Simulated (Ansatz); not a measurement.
`CC1([SiH3])BO1` and `FC1([SiH3])BO1` differ in one atom or group.

Ansatz, PBE0-D4/def2-TZVP geometries, multiplicity 1. 

```
                                      property  `CC1([SiH3])BO1`
           LUMO energy (B3LYP/def2-TZVPP) / eV             -0.83
         HOMO energy (ωB97M-V/def2-TZVPP) / eV            -10.02
            LUMO energy (PBE0/def2-TZVPP) / eV             -0.59
size of the dipole moment (PBE/def2-TZVPP) / D              1.34
            HOMO energy (PBE0/def2-TZVPP) / eV             -7.77
           HOMO energy (B3LYP/def2-TZVPP) / eV             -7.57
```

Give the same properties after the change, and the shifts. (An estimate is asked.)

Ansatz gave: 
```csv
property,`FC1([SiH3])BO1`,shift
LUMO energy (B3LYP/def2-TZVPP) / eV,-1.30,-0.47
HOMO energy (ωB97M-V/def2-TZVPP) / eV,-10.35,-0.33
LUMO energy (PBE0/def2-TZVPP) / eV,-1.05,-0.46
size of the dipole moment (PBE/def2-TZVPP) / D,1.48,0.14
HOMO energy (PBE0/def2-TZVPP) / eV,-8.05,-0.28
HOMO energy (B3LYP/def2-TZVPP) / eV,-7.85,-0.28
```

With PBE0 the HOMO falls by 0.28 eV and the LUMO falls by 0.46 eV, so the gap narrows by about 0.18 eV. PBE moves the HOMO by -0.14 eV and ωB97M-V by -0.33 eV. Dipoles are sizes alone; their direction can turn.

B3LYP here is the variant with VWN-RPA as its local correlation; programs differ in this.
